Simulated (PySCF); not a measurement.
tert-butanol (C4H10O), singlet, at a GFN2-xTB geometry; MP2/3-21G (PySCF).

Input for PySCF:
```python
from pyscf import gto, scf, mp

mol = gto.M(
    atom='''
C    -0.09595435   -1.37900221   -0.63235794
C    -0.00858858    0.00214056    0.02848589
C    -0.50866758    1.07957765   -0.94154145
C     1.42871705    0.29720240    0.45618667
O    -0.78289461    0.02189772    1.21917324
H     0.54676794   -1.42221073   -1.50718596
H     0.21686821   -2.14623198    0.07195239
H    -1.11835375   -1.59064795   -0.94283205
H    -0.48794541    2.05242328   -0.45605771
H     0.12084258    1.11507526   -1.82626732
H    -1.53138047    0.86979942   -1.25225042
H     2.08967227    0.29979049   -0.40550846
H     1.76209921   -0.45800822    1.16245756
H     1.47267483    1.26612584    0.94563571
H    -1.70112776   -0.16080754    0.99203142
''',
    basis='3-21g',
    verbose=4,
)

mf = scf.RHF(mol)
mf.kernel()

pt = mp.MP2(mf)
pt.kernel()
print('E(MP2) = %.10f' % pt.e_tot)
mf.analyze()
```

The log (banner, timings and long lists left out):

```
PySCF version 2.14.0

[INPUT] verbose = 4
[INPUT] num. atoms = 15
[INPUT] num. electrons = 42
[INPUT] charge = 0
[INPUT] spin (= nelec alpha-beta = 2S) = 0
[INPUT] symmetry False subgroup None
[INPUT] Mole.unit = angstrom
[INPUT] Symbol           X                Y                Z      unit          X                Y                Z       unit  Magmom
[INPUT]  1 C     -0.095954350000  -1.379002210000  -0.632357940000 AA   -0.181327441961  -2.605936502070  -1.194983319294 Bohr   0.0
[INPUT]  2 C     -0.008588580000   0.002140560000   0.028485890000 AA   -0.016230063999   0.004045072153   0.053830530514 Bohr   0.0
[INPUT]  3 C     -0.508667580000   1.079577650000  -0.941541450000 AA   -0.961242414645   2.040106088702  -1.779255475426 Bohr   0.0
[INPUT]  4 C      1.428717050000   0.297202400000   0.456186670000 AA    2.699883933997   0.561631139563   0.862067867977 Bohr   0.0
[INPUT]  5 O     -0.782894610000   0.021897720000   1.219173240000 AA   -1.479456397298   0.041380693552   2.303903521999 Bohr   0.0
[INPUT]  6 H      0.546767940000  -1.422210730000  -1.507185960000 AA    1.033241660293  -2.687588771118  -2.848168683190 Bohr   0.0
[INPUT]  7 H      0.216868210000  -2.146231980000   0.071952390000 AA    0.409821522025  -4.055790641983   0.135970311108 Bohr   0.0
[INPUT]  8 H     -1.118353750000  -1.590647950000  -0.942832050000 AA   -2.113382297880  -3.005888986101  -1.781694355962 Bohr   0.0
[INPUT]  9 H     -0.487945410000   2.052423280000  -0.456057710000 AA   -0.922083188639   3.878517890882  -0.861824168896 Bohr   0.0
[INPUT] 10 H      0.120842580000   1.115075260000  -1.826267320000 AA    0.228359380386   2.107186849678  -3.451145065043 Bohr   0.0
[INPUT] 11 H     -1.531380470000   0.869799420000  -1.252250420000 AA   -2.893889680808   1.643682687106  -2.366410333172 Bohr   0.0
[INPUT] 12 H      2.089672270000   0.299790490000  -0.405508460000 AA    3.948908280398   0.566521920849  -0.766299930594 Bohr   0.0
[INPUT] 13 H      1.762099210000  -0.458008220000   1.162457560000 AA    3.329884911212  -0.865510098600   2.196726419830 Bohr   0.0
[INPUT] 14 H      1.472674830000   1.266125840000   0.945635710000 AA    2.782952099240   2.392631076835   1.786992505509 Bohr   0.0
[INPUT] 15 H     -1.701127760000  -0.160807540000   0.992031420000 AA   -3.214665569295  -0.303882209365   1.874667690763 Bohr   0.0

nuclear repulsion = 199.913293823419
number of shells = 45
number of NR pGTOs = 105
number of NR cGTOs = 65
basis = 3-21g
ecp = {}

******** <class 'pyscf.scf.hf.RHF'> ********
method = RHF
initial guess = minao
damping factor = 0
level_shift factor = 0
DIIS = <class 'pyscf.scf.diis.CDIIS'>
diis_start_cycle = 1
diis_space = 8
diis_damp = 0
SCF conv_tol = 1e-09
SCF conv_tol_grad = None
SCF max_cycles = 50
direct_scf = True
direct_scf_tol = 1e-13
Set gradient conv threshold to 3.16228e-05
Initial guess from minao.
init E= -231.538411883402
  HOMO = -0.314373473764099  LUMO = 0.140097517170778  gap/eV = 12.36679
cycle= 1 E= -230.798107616362  delta_E= 0.74  |g|= 0.535  |ddm|= 3.27
  HOMO = -0.365464621964523  LUMO = 0.223430964336187  gap/eV = 16.02467
cycle= 2 E= -230.859310149148  delta_E= -0.0612  |g|= 0.271  |ddm|= 0.648
  HOMO = -0.413548924286988  LUMO = 0.232599413741613  gap/eV = 17.58259
cycle= 3 E= -230.872087754893  delta_E= -0.0128  |g|= 0.0477  |ddm|= 0.283
  HOMO = -0.412139584659202  LUMO = 0.236555802841202  gap/eV = 17.65190
cycle= 4 E= -230.872825470196  delta_E= -0.000738  |g|= 0.00583  |ddm|= 0.0744
  HOMO = -0.413874211371724  LUMO = 0.236295819619491  gap/eV = 17.69203
cycle= 5 E= -230.872841065257  delta_E= -1.56e-05  |g|= 0.00205  |ddm|= 0.0174
  HOMO = -0.413631406330037  LUMO = 0.236358770802088  gap/eV = 17.68713
cycle= 6 E= -230.872842650933  delta_E= -1.59e-06  |g|= 0.000518  |ddm|= 0.00506
  HOMO = -0.413798740784055  LUMO = 0.236350959426311  gap/eV = 17.69147
cycle= 7 E= -230.872842775718  delta_E= -1.25e-07  |g|= 9.19e-05  |ddm|= 0.00132
  HOMO = -0.413800148010945  LUMO = 0.236346734062301  gap/eV = 17.69140
cycle= 8 E= -230.872842780955  delta_E= -5.24e-09  |g|= 1.95e-05  |ddm|= 0.000242
  HOMO = -0.413802789226338  LUMO = 0.236345243750536  gap/eV = 17.69143
cycle= 9 E= -230.872842781166  delta_E= -2.12e-10  |g|= 6.94e-06  |ddm|= 4.01e-05
  HOMO = -0.41380190571595  LUMO = 0.236345597857186  gap/eV = 17.69141
Extra cycle  E= -230.872842781191  delta_E= -2.44e-11  |g|= 2.91e-06  |ddm|= 1.17e-05
converged SCF energy = -230.872842781191

******** <class 'pyscf.mp.mp2.RMP2'> ********
nocc = 21, nmo = 65
E(RMP2) = -231.367608226569  E_corr = -0.494765445378759
E(SCS-RMP2) = -231.372048320766  E_corr = -0.499205539575174
E_corr(same-spin) = -0.109053455630004
E_corr(oppo-spin) = -0.385711989748755
E(MP2) = -231.3676082266
**** SCF Summaries ****
Total Energy =                        -230.872842781190570
Nuclear Repulsion Energy =             199.913293823419451
One-electron Energy =                 -709.313679931386332
Two-electron Energy =                  278.527543326776311
Two-electron Coulomb Energy =          311.002339960573408
DFT Exchange-Correlation Energy =      -32.474796633797098
HOMO-LUMO gap [eV] =                    17.691414689667912
**** MO energy ****
MO #1   energy= -20.4331312122816  occ= 2
MO #2   energy= -11.2283592121104  occ= 2
MO #3   energy= -11.1545992690121  occ= 2
MO #4   energy= -11.1541944126689  occ= 2
MO #5   energy= -11.1482062472132  occ= 2
MO #6   energy= -1.35341187464871  occ= 2
MO #7   energy= -1.06685817836738  occ= 2
MO #8   energy= -0.943679706600689 occ= 2
MO #9   energy= -0.941164485105274 occ= 2
MO #10  energy= -0.767332862688394 occ= 2
MO #11  energy= -0.663372271663471 occ= 2
MO #12  energy= -0.622907297163212 occ= 2
MO #13  energy= -0.620980679858863 occ= 2
MO #14  energy= -0.571187678800256 occ= 2
MO #15  energy= -0.557048918206208 occ= 2
MO #16  energy= -0.528077513618707 occ= 2
MO #17  energy= -0.515491270648837 occ= 2
MO #18  energy= -0.499277991235711 occ= 2
MO #19  energy= -0.499171130117013 occ= 2
MO #20  energy= -0.447028846934565 occ= 2
MO #21  energy= -0.41380190571595  occ= 2
MO #22  energy= 0.236345597857186  occ= 0
MO #23  energy= 0.28715464199138   occ= 0
MO #24  energy= 0.308227576237545  occ= 0
MO #25  energy= 0.325172132312303  occ= 0
MO #26  energy= 0.341259895167318  occ= 0
MO #27  energy= 0.345491026849881  occ= 0
MO #28  energy= 0.354945201963123  occ= 0
MO #29  energy= 0.375417830125689  occ= 0
 ** Mulliken pop on meta-lowdin orthogonal AOs  **
 ** Mulliken pop  **
 ** Mulliken atomic charges  **
charge of    0C =     -0.27768
charge of    1C =      0.26412
charge of    2C =     -0.27768
charge of    3C =     -0.26113
charge of    4O =     -0.52447
charge of    5H =      0.08860
charge of    6H =      0.09409
charge of    7H =      0.07784
charge of    8H =      0.09409
charge of    9H =      0.08860
charge of   10H =      0.07784
charge of   11H =      0.08352
charge of   12H =      0.09476
charge of   13H =      0.09476
charge of   14H =      0.28273
Dipole moment(X, Y, Z, Debye): -0.57866, -0.30841, -1.68004
```
